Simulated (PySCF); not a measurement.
## J couplings in SMILES C[C@H](I)CC=O, C₄H₇IO

Cartesian coordinates in Å; atom numbers follow the order of the lines, from 1:
```xyz
13

C    -1.141   -0.757    0.744
C    -0.311    0.497    0.588
I    -1.590    2.263    0.751
C     0.462    0.576   -0.714
C     1.591   -0.416   -0.820
O     1.914   -1.197    0.034
H    -1.872   -0.858   -0.072
H    -0.466   -1.628    0.727
H    -1.685   -0.764    1.698
H     0.377    0.614    1.436
H    -0.202    0.436   -1.588
H     0.915    1.572   -0.860
H     2.153   -0.362   -1.790
```

[PySCF integrals, density fitting: indirect couplings; PBE0/pcJ-1 (dyall-v2z on I), no solvent, finite nuclei, PBE0-D3(BJ)/def2-SVP geometry]

Non-relativistic values:
| coupling | atoms | J (Hz) |
| --- | --- | --- |
| 1J(127I,13C) | I3 – C2 | -57.3 |
| 2J(127I,13C) | I3 – C1 | 6.4 |
| 2J(127I,13C) | I3 – C4 | 5.4 |
| 2J(127I,1H) | I3 – H10 | 19.5 |
| 3J(127I,13C) | I3 – C5 | 7.0 |
| 3J(127I,1H) | I3 – H7/H8/H9 | 13.8 |
| 3J(127I,1H) | I3 – H11 | 2.3 |
| 3J(127I,1H) | I3 – H12 | 6.3 |
| 4J(127I,17O) | I3 – O6 | -1.4 |
| 4J(127I,1H) | I3 – H13 | 5.4 |

What do two-component X2C with spin–orbit coupling give?

Results:


```tsv
coupling	atoms	with spin–orbit (Hz)
1J(127I,13C)	I3 – C2	-66.7
2J(127I,13C)	I3 – C1	4.3
2J(127I,13C)	I3 – C4	2.1
2J(127I,1H)	I3 – H10	23.7
3J(127I,13C)	I3 – C5	5.3
3J(127I,1H)	I3 – H7/H8/H9	14.8
3J(127I,1H)	I3 – H11	2.5
3J(127I,1H)	I3 – H12	7.0
4J(127I,17O)	I3 – O6	-1.7
4J(127I,1H)	I3 – H13	6.1
```

The largest listed coupling, 1J(127I,13C), ends at 1.16 times its non-relativistic value. Equivalent partners are averaged, as under fast rotation. In the static structure 3J(127I,1H) spreads over 7.1, 31.8, 5.5 Hz. Couplings to strongly quadrupolar nuclei (127I) are seldom resolved in solution.
